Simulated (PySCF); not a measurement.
## Computed properties of CF2GaNO, SMILES [F][Ga]([N]=C=O)[F]

Ga(F)2(NCO) (CF2GaNO), SMILES O=C=[N][Ga]([F])[F]. Geometry: TPSSh-D3(BJ)/def2-SVP. The structure was generated by enumeration; whether it is a known compound was not checked. Other conformers were not sampled. All values are computed for the isolated molecule unless a solvent is named; none is compared with measurement here.

**Structure.** The optimised structure has Cs symmetry. All 12 harmonic modes at TPSSh-D3(BJ)/def2-SVP (PySCF) are real, so it is a minimum. With heavy atoms numbered as in [Ga:1]([F:2])([F:3])[N:4]=[C:5]=[O:6], the shortest bond between them is C5–O6 at 1.171 Å and the longest Ga1–N4 at 1.797 Å.

**Vibrations.** The strongest infrared lines (harmonic, unscaled, degenerate partners summed) lie at 2407 cm⁻¹ (1234 km/mol, C 70 %, N 16 %, O 13 %), 709 cm⁻¹ (81 km/mol, F 80 %, Ga 18 %), 757 cm⁻¹ (74 km/mol, F 72 %, Ga 28 %). The softest mode is at 37 cm⁻¹ and the zero-point energy is 11.0 kcal/mol.

**Electronic structure.** M06-2X/def2-TZVP (PySCF) places the frontier levels at -10.92 and -1.20 eV, a gap of 9.72 eV, and gives a dipole moment of 0.18 D and a mean polarisability of 39.6 bohr³. PBE/def2-TZVP (PySCF) at the same geometry gives -7.99 and -3.01 eV, so its gap is 4.74 eV narrower. An orbital gap is neither the optical nor the fundamental gap.

**Excitations.** TDA-B3LYP/def2-SVPD (PySCF) has S1 at 5.79 eV (214 nm, f = 0.007, weak); the most intense of the 10 singlets computed lies at 6.81 eV (f = 0.13). T1 (TDA) is at 5.43 eV, 0.36 eV under S1. TDA-PBE/def2-SVPD (PySCF) puts S1 at 5.15 eV. No vertical singlet excitation falls in the visible range (under 3.1 eV).

**NMR.** GIAO shifts at KT2/pcSseg-1 (PySCF) (non-relativistic, atoms alike by connectivity averaged): ¹³C at 123.0 ppm against TMS; ¹⁹F at -190.6 ppm against CFCl3.
